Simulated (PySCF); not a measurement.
Molfile (atoms numbered from 1):
```
C8H11F
     RDKit          3D

 20 20  0  0  0  0  0  0  0  0999 V2000
    4.0325   -0.0710   -0.5773 C   0  0  0  0  0  0  0  0  0  0  0  0
    2.8170   -0.1616   -0.1446 C   0  0  0  0  0  0  0  0  0  0  0  0
    1.5903   -0.2432    0.2716 C   0  0  0  0  0  0  0  0  0  0  0  0
    0.4078    0.1986   -0.5274 C   0  0  2  0  0  0  0  0  0  0  0  0
   -0.6112    1.1242    0.1745 C   0  0  0  0  0  0  0  0  0  0  0  0
   -1.7605    0.2342   -0.3369 C   0  0  2  0  0  0  0  0  0  0  0  0
   -2.8305   -0.1707    0.6586 C   0  0  0  0  0  0  0  0  0  0  0  0
   -0.7224   -0.8312   -0.7196 C   0  0  1  0  0  0  0  0  0  0  0  0
   -0.8398   -1.3412   -1.9892 F   0  0  0  0  0  0  0  0  0  0  0  0
    4.6358    0.8049   -0.3997 H   0  0  0  0  0  0  0  0  0  0  0  0
    4.4998   -0.8711   -1.1288 H   0  0  0  0  0  0  0  0  0  0  0  0
    1.3735   -0.6527    1.2506 H   0  0  0  0  0  0  0  0  0  0  0  0
    0.7259    0.5937   -1.4926 H   0  0  0  0  0  0  0  0  0  0  0  0
   -0.5168    1.0920    1.2585 H   0  0  0  0  0  0  0  0  0  0  0  0
   -0.6167    2.1608   -0.1527 H   0  0  0  0  0  0  0  0  0  0  0  0
   -2.2175    0.6456   -1.2384 H   0  0  0  0  0  0  0  0  0  0  0  0
   -2.3793   -0.5973    1.5525 H   0  0  0  0  0  0  0  0  0  0  0  0
   -3.4962   -0.9105    0.2195 H   0  0  0  0  0  0  0  0  0  0  0  0
   -3.4203    0.6955    0.9503 H   0  0  0  0  0  0  0  0  0  0  0  0
   -0.6766   -1.6883   -0.0415 H   0  0  0  0  0  0  0  0  0  0  0  0
  1  2  2  0
  2  3  2  0
  3  4  1  0
  4  5  1  0
  5  6  1  0
  6  7  1  0
  6  8  1  0
  8  9  1  0
  8  4  1  0
  1 10  1  0
  1 11  1  0
  3 12  1  0
  4 13  1  6
  5 14  1  0
  5 15  1  0
  6 16  1  6
  7 17  1  0
  7 18  1  0
  7 19  1  0
  8 20  1  1
M  END
```

Method: σ from GIAO-PBE0/pcSseg-1, GFN2-xTB geometry, in PySCF (equivalent nuclei averaged, a single conformation, non-relativistic Hamiltonian, no solvent model).

Scale: ¹³C (σref 186.93) against TMS (reference shieldings calculated alike).

Q: Do the ¹³C shifts follow the atomic charges (in e)? Tabulate both.

A: 
```tsv
atoms	hybridisation	δ (ppm)	σ para (ppm)	Hirshfeld	IAO	Mulliken	ESP-fitted
C2	sp	220.3	-295	-0.00	+0.03	-0.12	+0.23
C8	sp3	102.4	-162	+0.06	+0.18	+0.35	+0.00
C3	sp2	98.9	-171	-0.07	-0.20	-0.13	-0.53
C1	sp2	77.7	-152	-0.12	-0.37	-0.15	-0.59
C4	sp3	43.7	-107	-0.03	-0.13	-0.32	+0.37
C6	sp3	37.9	-107	-0.03	-0.13	-0.38	+0.36
C5	sp3	29.2	-93	-0.07	-0.27	-0.06	-0.48
C7	sp3	21.7	-80	-0.12	-0.42	-0.19	-0.55
```

Correlation coefficients of δ with charge over these carbons: Hirshfeld +0.47, IAO +0.58, Mulliken +0.29, ESP-fitted +0.26; with the paramagnetic shielding -1.00. Among the 5 sp3 carbons alone: Hirshfeld +0.95, IAO +0.94, Mulliken +0.80, ESP-fitted +0.32. With so few points, grouped by hybridisation, these coefficients are fragile. Charge is one influence among several: hybridisation and low-lying excitations act through the paramagnetic term.

Shifts are as computed. Against solution values, carbons near 30 ppm lie about +3 ppm off and those near 130 ppm about +5 ppm. Of 1211 compounds with measured shifts, 218 miss one by over three times the rms of a fit or turn the order of signals round; such compounds aren't used in these exercises.
